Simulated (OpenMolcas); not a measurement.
V2+: ligand-field states by method

V2+ with 6 ligands (chloride) in octahedral coordination (Oh) at 2.69 Å. A charge of +0.667 e stands 2.6 Å behind each ligand. Ligand basis ANO-RCC-VDZP.

| Quantity | Value |
| --- | --- |
| Program | OpenMolcas 26.06 |
| Basis | ANO-RCC-VDZP [5s4p2d1f] |
| Scalar Hamiltonian | DKH2, point nucleus |
| Active space | 3 electrons in 5 orbitals (3d) |
| State averaging | 2S+1 = 4 even, 10 roots; 2S+1 = 2 even, 40 roots |
| Spin-orbit coupling | state interaction with AMFI integrals over the reference wave functions |

I. CASSCF
II. SS-CASPT2, IPEA 0.25 Eh, imaginary shift 0.1 Eh (closed shells correlated: 3s 3p and the ligand valence shells)
III. SS-CASPT2, IPEA 0.25 Eh, real shift 0.3 Eh (closed shells correlated: 3s 3p and the ligand valence shells)

Spin-free states (labels of O, the rotations of Oh) in cm-1, each column counted from its own energy of the first state listed:

```json
{"State": "4A2", "Degeneracy": "1", "I": "0", "II": "0", "III": "0"}
{"State": "4T2", "Degeneracy": "3", "I": "4030", "II": "4330", "III": "4320"}
{"State": "4T1", "Degeneracy": "3", "I": "7058", "II": "7210", "III": "7200"}
{"State": "2E", "Degeneracy": "2", "I": "15908", "II": "12820", "III": "12890"}
{"State": "2T1", "Degeneracy": "3", "I": "16508", "II": "13400", "III": "13480"}
{"State": "2A1", "Degeneracy": "1", "I": "18084", "II": "14660", "III": "14760"}
{"State": "2T2", "Degeneracy": "3", "I": "19016", "II": "15500", "III": "15610"}
{"State": "4T1", "Degeneracy": "3", "I": "19092", "II": "15840", "III": "15900"}
{"State": "2T2", "Degeneracy": "3", "I": "21550", "II": "18030", "III": "18130"}
{"State": "2T1", "Degeneracy": "3", "I": "21731", "II": "18630", "III": "18710"}
{"State": "2E", "Degeneracy": "2", "I": "23378", "II": "19590", "III": "19690"}
{"State": "2T1", "Degeneracy": "3", "I": "24667", "II": "21070", "III": "21170"}
{"State": "2T1", "Degeneracy": "3", "I": "25691", "II": "23900", "III": "23930"}
{"State": "2T2", "Degeneracy": "3", "I": "26700", "II": "23690", "III": "23740"}
{"State": "2E", "Degeneracy": "2", "I": "29290", "II": "27720", "III": "27720"}
{"State": "2A2", "Degeneracy": "1", "I": "36278", "II": "30260", "III": "30380"}
{"State": "2T2", "Degeneracy": "3", "I": "36774", "II": "30680", "III": "30800"}
{"State": "2T1", "Degeneracy": "3", "I": "38086", "II": "32570", "III": "32670"}
{"State": "2E", "Degeneracy": "2", "I": "55168", "II": "45680", "III": "45900"}
{"State": "2T2", "Degeneracy": "3", "I": "56316", "II": "47890", "III": "48040"}
```

From I to II, I's first state of the same spin (4T2) moves from 4030 to 4330 cm-1, by about +300 cm-1.

From I to II, I's first state of another spin (2E) moves from 15908 to 12820 cm-1, by about -3100 cm-1.

I: A least-squares ligand-field fit to the states below 45000 cm-1, each weighted by its degeneracy and with a free common offset, gives 10Dq = 4130 cm-1, B = 915 cm-1 and C = 3445 cm-1 (C/B = 3.77), with an rms deviation of 78 cm-1. The same method and metal basis give the free ion B = 954 cm-1 (fit to its terms below 60000 cm-1, rms deviation 86 cm-1), so the nephelauxetic ratio is β = 915 / 954 = 0.96; it hangs on how both fits weigh the states, and computed free-ion B values tend to be too large, so β mixes covalency with correlation.

χT at 300 K: I 1.82, II 1.82, III 1.82 cm3 K/mol.

Roots that are degenerate in the reference are averaged as groups; the widest CASPT2 spread within a group is 490 cm-1 (the 3-fold group of multiplicity 4 near 7210 cm-1 above the lowest state of its run, II). Shifts and gaps below about the spread of the groups concerned are not significant. Over all roots computed the reference weight is 0.67 to 0.68 in II, 0.72 to 0.73 in III; a low but even weight reflects the number of correlated electrons. Ligand-to-metal charge-transfer states are missing. With no ligand orbital active B as a rule stays too high, so bands that hang on it stand too high and its fall with covalency is understated. Without dynamic correlation the repulsion within the d shell is too large (B by tens of per cent), so at a given field states of lower spin stand too high (holds for I). With metal d orbitals alone and no dynamic correlation the field as a rule comes out too small, by tens of per cent, by up to half for chloride and softer ligands (holds for I). These CASPT2 states fit no ligand-field parameters well, so their order and spin gaps are uncertain (holds for II; III). With one d shell and no ligand orbital active, 10Dq can be off by tens of per cent for divalent 3d ions, low with halides held by bare charges and at times high in hosts (holds for II; III). Free-ion shares, where given, are those of the reference states; single-state CASPT2 does not remix them (holds for II; III). The distance lies 5 % over the 2.55 Å that this model takes as the normal distance (a Shannon-type radius plus a fixed donor radius); by an R⁻⁵ law this alone changes a d-shell field by about -23 %. No measured value stands beside these numbers; the geometry was imposed, not optimised, and the real ion may take another.
